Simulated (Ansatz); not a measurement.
Calculated with Ansatz (gas phase, PBE0-D4/def2-TZVP geometries, no zero-point term in ΔE). CCSD(T)/CBS adds triple-zeta CCSD(T) − MP2 to the extrapolated MP2 energy (def2 sets, frozen cores). Functionals use def2-TZVPP. B3LYP here is the variant with VWN-RPA as its local correlation; programs differ in this. Elements past krypton have def2 core potentials. For In outer-core shells are correlated without core-valence functions, which leaves a few kJ/mol of doubt a bond. One conformer a species, not always the lowest.

`[CH3][In]([CH3])[OH]` + `CO[Si](N)(F)Cl` → `[CH3][In]([OH])[Cl]` + `CO[Si](C)(N)F`  (redistribution)

```csv
level,ΔE (kJ/mol),difference from CCSD(T)/CBS
PBE-D4,-40.2,-0.5
r2SCAN-D4,-42.8,-3.1
B3LYP-D4,-43.4,-3.7
ωB97X-V,-43.2,-3.5
ωB97M-V,-40.8,-1.1
PBE,-40.7,-1.0
PBE0,-43.1,-3.4
MP2/def2-TZVPP,-34.8,4.9
SCS-MP2/def2-TZVPP,-38.1,1.6
CCSD/def2-TZVPP,-40.7,-1.0
CCSD(T)/def2-TZVPP,-39.2,0.5
MP2/def2-QZVPP,-34.8,4.9
SCS-MP2/def2-QZVPP,-38.3,1.4
HF/CBS(def2),-56.3,-16.6
MP2/CBS(def2),-35.2,4.5
CCSD/CBS(def2),-41.1,-1.4
CCSD(T)/CBS,-39.7,0
```

Largest T1 diagnostic among the species: 0.014.

In def2-TZVPP, CCSD(T) changes the Hartree–Fock value by +17.8 kJ/mol (the triples alone add +1.4 kJ/mol) and MP2 by +22.3 kJ/mol.
